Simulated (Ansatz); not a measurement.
Spin states of InN₂ (the lowest doublet isomer of a short search), each relaxed with r2SCAN-D4/def2-TZVP in Ansatz. Electronic energies in the gas phase.

In the def2 sets In takes a core potential; there is no spin–orbit coupling. Correlated methods freeze 6 core orbitals; core or outer-core shells of In are correlated, in sets that lack core-valence functions. The structure comes from a short search, and lower isomers may exist.

Doublet geometry (C2v within 0.1 Å):

```xyz
3

In   -0.065   -1.847   -0.198
N     0.304    0.862    0.582
N    -0.238    0.985   -0.384
```

Quartet geometry (C2v within 0.1 Å):

Cartesian coordinates in Å:
```
In 0.9152 -1.0296 0.6219
N -0.8202 0.4588 0.1299
N -0.0950 0.5708 -0.7519
```

⟨S²⟩: doublet 0.75 at PBE0-D4/def2-TZVP (pure 0.75), quartet 3.75 at PBE0-D4/def2-TZVP (pure 3.75).

Only these spin states were relaxed. The quartet has other bonds than the doublet, so the gap mixes isomer and spin.

```tsv
level	quartet − doublet (kJ/mol)	lowest of these
HF/def2-TZVPP	310.5	doublet
BLYP-D4/def2-TZVP	429.1	doublet
r2SCAN-D4/def2-TZVP	361.3	doublet
PBE0-D4/def2-TZVP	373.9	doublet
CAM-B3LYP-D4/def2-TZVP	398.4	doublet
PBE-QIDH/def2-TZVP	364.0	doublet
MP2/def2-TZVP	379.7	doublet
MP2/def2-TZVPP	379.7	doublet
```
